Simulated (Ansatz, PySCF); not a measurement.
Molecule: CH$_{3}$Cl$_{2}$Si (charge 0, doublet). It need not be the lowest isomer of its formula. 
Coordinates optimised at B3LYP-D3(BJ)/def2-TZVP (Ansatz, a quantum-chemistry and plane-wave program):
```
C
H 1 1.0903
H 1 1.0903 2 109.31
H 1 1.0925 2 109.07 3 119.17
Si 1 1.8726 2 110.12 4 119.74
Cl 5 2.0732 1 108.88 2 -178.95
Cl 5 2.0732 1 108.88 2 -60.44
```
Charge 0, spin multiplicity 2.

Wanted: atomisation energy (electronic, to ground-state atoms), in eV. Correlated levels leave the core frozen unless marked. Open shells are spin-unrestricted. No spin-orbit coupling. Non-relativistic. The coupled-cluster limit lacks core correlation, which all-electron functionals hold. CBS(X,Y): correlation extrapolated as X^-3; Hartree-Fock from the larger set. [CCSD(T)-MP2]/basis is that difference in the basis named.

| level | program | atomisation energy (eV) |
|---|---|---|
| HF-D3(BJ)/def2-TZVPD | PySCF + dftd3 | (withheld) |
| PBE-D4/def2-TZVPD | Ansatz + dftd4 | (withheld) |
| BLYP-D3(BJ)/def2-TZVPD | Ansatz + dftd3 | 24.31 |
| BHLYP-D4/def2-TZVPD | Ansatz + dftd4 | (withheld) |
| TPSSh-D4/def2-TZVPD | PySCF + dftd4 | 24.87 |
| r2SCANh-D4/def2-TZVPD | Ansatz + dftd4 | (withheld) |
| RPA@PBE/cc-pV(Q+d)Z | Ansatz | 22.82 |
| CCSD/aug-cc-pV(D+d)Z | Ansatz | 22.37 |
| RI-MP2/CBS(aug-cc-pV(T+d)Z,aug-cc-pV(Q+d)Z)+[CCSD(T)-MP2]/aug-cc-pV(T+d)Z | Ansatz | 24.59 |

Some entries are withheld; supply them.


- HF-D3(BJ)/def2-TZVPD, atomisation energy (eV): 20.22
- PBE-D4/def2-TZVPD, atomisation energy (eV): 25.04
- BHLYP-D4/def2-TZVPD, atomisation energy (eV): 23.94
- r2SCANh-D4/def2-TZVPD, atomisation energy (eV): 24.78
